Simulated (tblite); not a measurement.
Compound: C₆H₈NO (doublet state).
Z-matrix (Å and degrees, GFN2-xTB geometry), rows numbered from 1:
```
C 
C   1  1.3230
C   2  1.4880  1  123.91
C   3  1.5376  2  112.50  1  -141.31
O   4  1.4082  3  105.47  2   -82.82
C   5  1.3959  4  106.48  3   -41.91
C   6  1.5382  5  106.95  4    32.96
N   7  1.2115  3  127.59  2   -75.54
H   1  1.0773  2  121.73  3     0.22
H   1  1.0759  2  121.72  3  -179.72
H   2  1.0821  1  121.09  3   178.87
H   3  1.0908  2  111.24  1   -12.51
H   4  1.0907  3  112.94  2    34.98
H   4  1.1005  3  110.05  2   157.67
H   6  1.1011  5  111.96  4   -83.32
H   6  1.0906  5  109.60  4   154.68
```

Level: GFN2-xTB in tblite, geometry and Hessian alike; calculated harmonic values, unscaled, isolated species. The method is semi-empirical: single wavenumbers can be off by several per cent or more. One conformer, not necessarily the lowest. Open shells enter through the occupations alone, without spin polarisation, and single modes of such species can be off by tens of per cent.

Harmonic wavenumbers (cm⁻¹): 66.2, 75.6, 197.6, 218.9, 321.0, 373.9, 392.6, 493.4, 593.5, 631.6, 711.1, 828.7, 875.9, 892.7, 896.9, 932.1, 977.7, 999.2, 1008.6, 1021.1, 1093.9, 1117.2, 1157.6, 1170.0, 1222.4, 1234.4, 1245.2, 1291.5, 1297.5, 1405.1, 1434.2, 1471.9, 1677.5, 1855.6, 2855.7, 2870.2, 2985.0, 2995.1, 2998.4, 3066.9, 3107.3, 3138.1.

A = 3226, B = 1907, C = 1374 MHz; mass 110.061 u (most abundant isotopes); point group C1, symmetry number 1; spin multiplicity 2.

Question: What is the zero-point energy?

Answer: ½Σν̃ = 27600 cm⁻¹ = 330.16 kJ/mol.

Question: What is S at 298.15 K and 1 bar for an ideal gas of classical rigid rotors and harmonic oscillators?

Answer: Translation 167.49, rotation 117.29, vibration 80.04, spin (R ln 2) 5.76: S = 370.6 J/(mol K).

Question: And Cp and H(298.15 K) − H(0)?

Answer: Cp = 127.98 J/(mol K), of which vibrations give 94.72 (their classical limit is 42 R = 349.2); H(298.15 K) − H(0) = 23.00 kJ/mol without the zero-point energy, 13.08 from vibrations.

Question: How do the functions run with temperature in this model?

Answer: 
```json
{"T (K)": "100", "S (J/(mol K))": "275.7", "Cp (J/(mol K))": "61.2", "H − H(0) (kJ/mol)": "4.63", "G − H(0) (kJ/mol)": "-22.94", "ln q(vib)": "1.02"}
{"T (K)": "200", "S (J/(mol K))": "327.3", "Cp (J/(mol K))": "91.9", "H − H(0) (kJ/mol)": "12.25", "G − H(0) (kJ/mol)": "-53.22", "ln q(vib)": "2.66"}
{"T (K)": "300", "S (J/(mol K))": "371.4", "Cp (J/(mol K))": "128.7", "H − H(0) (kJ/mol)": "23.23", "G − H(0) (kJ/mol)": "-88.18", "ln q(vib)": "4.38"}
{"T (K)": "500", "S (J/(mol K))": "454.1", "Cp (J/(mol K))": "197.6", "H − H(0) (kJ/mol)": "56.21", "G − H(0) (kJ/mol)": "-170.83", "ln q(vib)": "8.08"}
{"T (K)": "800", "S (J/(mol K))": "562.5", "Cp (J/(mol K))": "262.4", "H − H(0) (kJ/mol)": "126.16", "G − H(0) (kJ/mol)": "-323.83", "ln q(vib)": "13.79"}
{"T (K)": "1000", "S (J/(mol K))": "624.1", "Cp (J/(mol K))": "289.6", "H − H(0) (kJ/mol)": "181.52", "G − H(0) (kJ/mol)": "-442.62", "ln q(vib)": "17.45"}
```

q(vib) and H(0) count from the zero-point level.

Question: Which modes carry the vibrational entropy at 298.15 K?

Answer: 66.2 cm⁻¹: 17.84; 75.6 cm⁻¹: 16.74; 197.6 cm⁻¹: 9.02; 218.9 cm⁻¹: 8.23; 321.0 cm⁻¹: 5.46; 373.9 cm⁻¹: 4.45 J/(mol K); the other 36 give 18.30 together.

Question: What must be added to the electronic energy to get the Gibbs energy at 298.15 K and 1 bar?

Answer: ZPE + [H(298.15 K) − H(0)] − T·S = 330.16 + 23.00 − 110.49 = 242.67 kJ/mol.

Hindered rotation and anharmonicity are outside this model. Other conformers, if any are populated, would add a mixing term that is left out. The structure is chiral; the term R ln 2 for an equal mix with its mirror image is left out.
